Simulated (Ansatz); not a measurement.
Ansatz (a quantum-chemistry and plane-wave program) input (HF/aug-cc-pV(T+d)Z):
A basis named .json is the Basis Set Exchange file of that set.

Ansatz 0.2 input:
```yaml
crystal:
  periodic: [false, false, false]
  atoms:
    - {symbol: O, position_ang: [1.36185604, -0.14860171, -0.35687594]}
    - {symbol: S, position_ang: [0.16703457, -0.00768004, 0.40478800]}
    - {symbol: F, position_ang: [-0.63440715, 1.23198408, -0.22845242]}
    - {symbol: F, position_ang: [-0.87308190, -1.08624028, -0.17394763]}
basis:
  gaussian:
    orbitals: aug-cc-pV_T+d_Z.json
hamiltonian:
  xc: hf
total_charge: 1
magnetization: {spin_polarized: true, initial_magnetization: 1}
```

End of the output:

```
integrals: 0.10 GiB planned
1178 factors; their error is unknown
mean field: 0.83 GiB planned
mean field evaluation 1: about -18248.1579 eV, gradient 4.9e1 eV
mean field evaluation 2: about -18250.8521 eV, gradient 4.4e1 eV
mean field evaluation 4: about -18256.6908 eV, gradient 3.7e0 eV
mean field evaluation 8: about -18257.2517 eV, gradient 9.1e-1 eV
mean field evaluation 16: about -18257.4010 eV, gradient 5.7e-2 eV
mean field evaluation 32: about -18257.3339 eV, gradient 7.1e-1 eV
mean field evaluation 64: about -18256.4195 eV, gradient 2.7e-5 eV
mean field -18257.40102495 eV, -670.9471123561 hartree, gradient 3.7e-5 eV, S^2 0.795879; 2 other end points of the search recorded, 0 dependent functions left out
reference -18257.40102495 eV, -670.9471123561 hartree; 21, 20 occupied and 172, 173 virtual orbitals, 1178 factors
Total energy: -18257.40102495 eV, -670.9471123561 hartree
```

This state (charge 1, doublet) is run at the relaxed geometry of the species with charge 0 and multiplicity 1.
